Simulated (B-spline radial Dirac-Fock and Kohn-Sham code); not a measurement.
## What relativity does to the binding energies of Ru³⁷⁺

System: Ru³⁷⁺, [He] 2s2 2p3.

Both columns are ΔSCF binding energies of the configuration average from a B-spline atomic structure program: non-relativistic Hartree-Fock with a point nucleus, and Dirac-Fock with a finite nucleus and the Coulomb interaction alone, averaged over the two j levels with weights 2j+1.

```
shell  Hartree-Fock (eV)  Dirac-Fock (eV)  shift (eV)  shift (%)
   1s            24343.4          24985.5     +642.17      +2.64
   2s             5442.7           5622.2     +179.41      +3.30
   2p             5306.9           5375.1      +68.15      +1.28
```

Relativity binds 1s, 2s, 2p more strongly, among those listed most of all 2s in relative terms.

Values without a named source are computed, but for edge energies of neutral atoms, which are taken from tables.
